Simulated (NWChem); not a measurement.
Molecule: ZrNHF₂; SMILES [Zr](=[NH])([F])[F]

Computed with NWChem. Structure relaxed at the PBE0/def2-SVP level. def2 effective core potentials on Zr; no spin-orbit coupling. Hybrids' shares of exact exchange are those that their runs print; pure functionals count as 0. The functionals differ in more than this share.

```csv
row,share of exact exchange,orbital gap (eV)
PBE/def2-SVP,0.00,2.13
revPBE/def2-SVP,0.00,2.17
TPSSh/def2-SVP,0.10,3.23
B3LYP/def2-SVP,0.20,3.66
PBE0/def2-SVP,0.25,withheld
PW6B95/def2-SVP,0.28,4.33
```

### Question
Fit a straight line of the last column on the one before it, predict the withheld value, and compare with the run.

### Answer

1. Means of the 5 shown rows: x = 0.116, y = 3.104. Slope Σ(x − x̄)(y − ȳ)/Σ(x − x̄)² = 0.4671/0.06112 = 7.642; intercept 2.218.
2. The shown rows scatter about the line by 0.126 (root mean square); the largest residual is +0.25, at TPSSh/def2-SVP.
3. At x = 0.25 (PBE0/def2-SVP; inside the shown range) the line gives 4.13.
4. The run gives 4.30, +0.17 from the line, 1.3 times the scatter.
